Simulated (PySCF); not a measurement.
Series: H3E-E'H3. All species are isolated molecules in the gas phase. Strings in code marks are SMILES.

The HOMO–LUMO gap from two functionals at the same geometries (B3LYP-D3(BJ)/def2-TZVP), both in PySCF: PBE-D3(BJ)/def2-TZVP and B3LYP-D3(BJ)/def2-TZVP. B3LYP has the VWN-RPA correlation part, as in Gaussian. 

```json
[
 {"species": "`[CH3][GeH3]`", "PBE-D3(BJ)/def2-TZVP (eV)": "7.74", "B3LYP-D3(BJ)/def2-TZVP (eV)": "9.23"},
 {"species": "`[SiH3][GeH3]`", "PBE-D3(BJ)/def2-TZVP (eV)": "6.70", "B3LYP-D3(BJ)/def2-TZVP (eV)": "8.16"},
 {"species": "`[SiH3][SnH3]`", "PBE-D3(BJ)/def2-TZVP (eV)": "6.01", "B3LYP-D3(BJ)/def2-TZVP (eV)": "7.40"},
 {"species": "`[GeH3][GeH3]`", "PBE-D3(BJ)/def2-TZVP (eV)": "6.56", "B3LYP-D3(BJ)/def2-TZVP (eV)": "7.97"},
 {"species": "`[SnH3][SnH3]`", "PBE-D3(BJ)/def2-TZVP (eV)": "5.26", "B3LYP-D3(BJ)/def2-TZVP (eV)": "6.56"},
 {"species": "`[NH3+][GaH3-]`", "PBE-D3(BJ)/def2-TZVP (eV)": "5.19", "B3LYP-D3(BJ)/def2-TZVP (eV)": "6.72"}
]
```

Over these rows, drawn at random from the members with no instability flagged (it was tested for open shells, ions and some series alone), PBE minus B3LYP-D3(BJ): mean -1.43 eV, from -1.53 eV to -1.30 eV.
